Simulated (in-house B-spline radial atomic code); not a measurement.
Two electrons outside the [Ar] 3d10 core: Br VI (Br5+)

Computed with a B-spline radial code for spherical atoms: configuration interaction (CI) of the two valence electrons in the field of the frozen Dirac-Fock core, alone and with many-body perturbation theory for the core (screened one- and two-electron correlation potentials), Breit and QED terms; no-pair Dirac Hamiltonian, finite nucleus. Labels give the configuration (outer n counted up each series) and the leading LS term, or the jj pair where no LS term holds 70 %.

Command:
```bash
python run_mb.py task.json out
```
Settings (nuclear radius in fm, box in bohr, cutoff in hartree):
```
basis_form          3
Z                   35
core_configuration  [Ar] 3d10
rms_radius          4.1629
mass_number         79
speed_of_light      137.036
box_radius          12.857
lmax                6
intervals           63
virtual_cutoff      2450.0
```

Time taken, with all properties: 2.2 min on 1 thread of Arm Neoverse V1, with other jobs on the host.

Excitation energies (eV):

```csv
level,purity of the LS term,CI alone,CI + MBPT + Breit + QED,Landé g of the LS mixture
4s2 1S0,1.0,0,0,-
4s4p 3P°0,1.0,12.407,12.82,-
4s4p 3P°1,0.995,12.667,13.083,1.50
4s4p 3P°2,1.0,13.259,13.691,1.50
4s4p 1P°1,0.995,18.845,18.75,1.00
4p2 3P0,0.977,29.823,30.149,-
4p2 1D2,0.723,29.957,30.522,1.14
4p2 3P1,1.0,?,?,?
4p2 3P2,0.722,30.925,31.354,1.36
4p2 1S0,0.977,35.176,35.412,-
4s4d 3D1,1.0,?,?,?
4s4d 3D2,1.0,37.141,37.682,1.17
```

(1) Where does 4s4d 3D1 lie?

(2) Where does 4p2 3P1 lie?

(3) What is the first ionisation energy?

Some electric-dipole lines (reduced elements in atomic units, length form; vacuum wavelengths from the computed energies):

| upper | lower | D bare (size) | D with core polarisation (size) | λ (nm) | A (s⁻¹) |
| --- | --- | --- | --- | --- | --- |
| 4s4p 3P°1 | 4s2 1S0 | 0.131 | 0.122 | 94.768 | 1.2e+07 |
| 4s4p 1P°1 | 4s2 1S0 | 1.99 | 1.87 | 66.124 | 8.2e+09 |
| 4p2 3P0 | 4s4p 3P°1 | 1.2 | 1.12 | 72.649 | 6.6e+09 |
| 4p2 1D2 | 4s4p 3P°1 | 0.808 | 0.756 | 71.095 | 6.5e+08 |
| 4p2 3P2 | 4s4p 3P°1 | 1.08 | 1.01 | 67.858 | 1.3e+09 |
| 4p2 1S0 | 4s4p 3P°1 | 0.0905 | 0.085 | 55.525 | 8.6e+07 |
| 4s4d 3D2 | 4s4p 3P°1 | 2.01 | 1.91 | 50.403 | 1.2e+10 |

Weak lines are less accurate than strong ones.

Answers

(1) 37.101 eV in CI alone and 37.642 eV with all corrections; g = 0.50.

(2) 30.21 eV in CI alone and 30.553 eV with all corrections; g = 1.50.

(3) 87.335 eV to the 4s1/2 state of the next ion (86.336 eV from CI alone). NIST lists 87.39 ± 0.025 eV (measured).
